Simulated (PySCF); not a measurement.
# Ionisation energy of Pd(2+) by level of theory

Pd(2+) [Kr] 4d8 [4d3/2^4 4d5/2^4, M_J = 4] → Pd(3+) [Kr] 4d7 [4d3/2^4 4d5/2^3, M_J = 9/2], as a difference of total energies. Computed with PySCF 2.14 in x2c-SVPall-2c (6s8p6d1f, 67 functions), with the two-component X2C-1e Hamiltonian. Correlated levels: [Ar] 3d10 frozen; the 6 highest virtual spinors dropped. "Screened" scales the spin-orbit matrix elements by Boettger's factors to mimic the two-electron term; Breit and QED terms are absent.

```csv
method,ionisation energy (eV),difference from reference (eV)
GHF (spin-free),31.178,-1.752
GMP2 (spin-free),32.318,-0.612
GHF (screened spin-orbit),31.112,-1.818
GMP2 (screened spin-orbit),32.250,-0.680
```

Reference: 32.93 eV (semi-empirical (NIST evaluation); NIST Atomic Spectra Database, ionization energies).

The spin-free rows relax to the high-spin LS determinant and lack the spin-orbit shift.

Errors of the correlated levels include the incompleteness of this basis and the frozen core.

The labels give the starting determinants; with spin-orbit coupling the two ends relaxed to ⟨J²⟩ = 20.01, ⟨L²⟩ = 12.06, ⟨S²⟩ = 2.00 and ⟨J²⟩ = 24.76, ⟨L²⟩ = 12.21, ⟨S²⟩ = 3.69.
